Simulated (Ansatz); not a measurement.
## Interaction energy ladder

The pair of Cl⁻ (SMILES [Cl-], atom 1) and CH$_{3}$I (SMILES CI, atoms 2–6), both closed shells, in one local arrangement (a lower one may exist), relaxed at PBE0-D4/def2-TZVPD:

Cl1  (0.013, 0.951, -2.549)
C2  (-0.001, -0.103, 0.277)
I3  (-0.011, -0.867, 2.327)
H4  (-0.106, -0.958, -0.378)
H5  (-0.838, 0.577, 0.190)
H6  (0.945, 0.401, 0.133)
(Å)

Ansatz 0.2.0; basis: def2-TZVPPD, with def2-QZVPPD for the basis limit; cores frozen in the correlated methods. Filled d shells of the heavier atoms are correlated. Core potentials replace the inner electrons of the atoms past krypton. The def2 sets are not built for correlating such inner shells, so the correlated values are less sure here. B3LYP uses VWN-RPA correlation. Extrapolation: Hartree–Fock as exp(−7.88 √X), correlation as X^−2.97. Interaction energies count from these two fragments, frozen as in the pair, with the counterpoise correction; negative means bound.

What is the interaction energy by CCSD(T) at an estimated basis limit (MP2 extrapolated from triple and quadruple zeta, plus CCSD(T) − MP2 in triple zeta)? (Judge from chemistry; the value comes from the calculation.)

Computed: -48.7 kJ/mol. Hartree–Fock alone gives -36.0 kJ/mol at the basis limit. It counts from the two fragments frozen as in the pair.

The same quantity by other methods in triple zeta, and each one's difference from that estimate:
| method | E_int (kJ/mol) | difference |
| --- | --- | --- |
| PBE-D4 | -55.6 | -6.9 |
| revPBE-D4 | -53.1 | -4.4 |
| BLYP-D4 | -51.3 | -2.5 |
| r2SCAN-D4 | -55.3 | -6.6 |
| B97M-V | -51.3 | -2.6 |
| PBE0-D4 | -51.8 | -3.1 |
| B3LYP-D4 | -49.3 | -0.6 |
| HSE06-D4 | -52.3 | -3.5 |
| wB97X-V | -46.8 | 1.9 |
| wB97M-V | -47.6 | 1.1 |
| B2PLYP | -44.0 | 4.7 |
| HF | -36.0 | 12.7 |
| MP2 | -45.9 | 2.8 |
| CCSD | -41.8 | 6.9 |
| CCSD(T) | -44.0 | 4.7 |
Differences are method less estimate.

Energy to bend the free fragments (PBE0-D4 minima) into their shapes in the pair, CCSD(T)/def2-TZVPPD: CH$_{3}$I 1.8 kJ/mol. This must be added to the interaction energy to get the binding energy from relaxed fragments.

Basis-set superposition shift (counterpoise-corrected less uncorrected): CCSD(T) 4.0; MP2 3.7; HF 0.3; PBE0-D4 0.4; wB97M-V 0.4 kJ/mol.

T1 diagnostic: at most 0.010.

For scale, one of the runs: CCSD(T)/def2-TZVPPD, 198 basis functions, launched by `ansatz run in.yaml --threads 4 --pin off --events-out ev --progress --plain --max-ram 9574MiB`. Time: 37 s of wall clock on 4 CPU threads of an Intel Xeon; the host was shared. Peak host memory: 2.6 GiB.
